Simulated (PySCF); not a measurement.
PBE0 on P⁻ (phosphorus, charge -1), [Ne] 3s2 3p4, high-spin 3P determinant. Calculation: PySCF 2.14, in aug-cc-pV(Q+d)Z; no relativity, point nucleus.

```
cycle= 1 E= -341.171407256988  delta_E= -0.00593  |g|= 0.0228  |ddm|= 1.01
cycle= 2 E= -341.171854642086  delta_E= -0.000447  |g|= 0.0122  |ddm|= 0.195
cycle= 3 E= -341.172038569264  delta_E= -0.000184  |g|= 0.00797  |ddm|= 0.0824
cycle= 4 E= -341.17210914834  delta_E= -7.06e-05  |g|= 0.00209  |ddm|= 0.0349
cycle= 5 E= -341.172131699627  delta_E= -2.26e-05  |g|= 0.000263  |ddm|= 0.0272
cycle= 6 E= -341.172132189209  delta_E= -4.9e-07  |g|= 3.95e-05  |ddm|= 0.00437
cycle= 7 E= -341.172132193761  delta_E= -4.55e-09  |g|= 3.2e-06  |ddm|= 0.0004
cycle= 8 E= -341.17213219379  delta_E= -2.89e-11  |g|= 4.2e-07  |ddm|= 3.17e-05
converged SCF energy = -341.17213219379  <S^2> = 2.0103642  2S+1 = 3.0069015
```

Highest occupied orbital energy: 1.017 eV; ⟨L²⟩ = 2.05; populations by l: s 6.00, p 10.00, d 0.00, f 0.00.

**Question.** Can this result be used?

**Answer.** With care. The run converged. At PBE0 the highest occupied level has a positive energy, so only the finite basis holds that electron; in a semilocal or global hybrid functional this comes from self-interaction and does not mean that the real anion is unbound.
